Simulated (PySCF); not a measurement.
## The second ionisation energy along group 13

Calculated with PySCF 2.14 from differences of total energies of unrestricted determinants, without spin-orbit coupling. Values in eV. The last column holds reference values (NIST; (s) semi-empirical, (t) theoretical, else measured). Unmarked ones compare directly (S terms, centres of terms, or small fine structure); those marked * lie between the lowest fine-structure levels and include a spin-orbit shift.

| element | configurations | UHF | PBE | r2SCAN | MP2 (valence) | SCS-MP2 (valence) | FCI (valence) | reference |
| --- | --- | --- | --- | --- | --- | --- | --- | --- |
| B (aug-cc-pVTZ-DK, spin-free X2C) | [He] 2s2 → [He] 2s1 | 23.448 | 24.604 | 24.257 | 24.428 | 24.624 | 25.075 | 25.155 |
| Al (aug-cc-pVTZ-DK, spin-free X2C) | [Ne] 3s2 → [Ne] 3s1 | 17.551 | 18.783 | 18.399 | 18.307 | 18.458 | 18.624 | 18.829 |
| Ga (aug-cc-pVTZ-DK, spin-free X2C) | [Ar] 3d10 4s2 → [Ar] 3d10 4s1 | 18.771 | 20.788 | 20.522 | 19.476 | 19.616 | 19.763 | 20.515 |
| In (aug-cc-pVTZ-DK3, spin-free X2C) | [Kr] 4d10 5s2 → [Kr] 4d10 5s1 | 17.020 | 18.960 | 18.682 | 17.651 | 17.777 | 17.909 | 18.870 |
| Tl (aug-cc-pVTZ-DK3, spin-free X2C) | [Xe] 4f14 5d10 6s2 → [Xe] 4f14 5d10 6s1 | 18.356 | 20.510 | 20.348 | 18.900 | 19.009 | 19.097 | 20.428 |

Problem. Which of these methods has the smallest mean absolute error against the measured values here?

Solution. PBE, with 0.208 eV.

| method | elements | mean error (eV) | mean absolute error (eV) | largest error (eV) |
| --- | --- | --- | --- | --- |
| UHF | 5 | -1.730 | 1.730 | -2.072 |
| PBE | 5 | -0.030 | 0.208 | -0.551 |
| r2SCAN | 5 | -0.318 | 0.321 | -0.898 |
| MP2 (valence) | 5 | -1.007 | 1.007 | -1.528 |
| SCS-MP2 (valence) | 5 | -0.863 | 0.863 | -1.419 |
| FCI (valence) | 5 | -0.666 | 0.666 | -1.331 |

Errors include the incompleteness of the basis and the frozen core.

"Valence" correlates the outer s and p shells and, in groups 3 to 12 and the f block, the outer d or f shell, open or full, or the next shell where the ion has no valence electron left; the wider scheme adds the next inner shell.
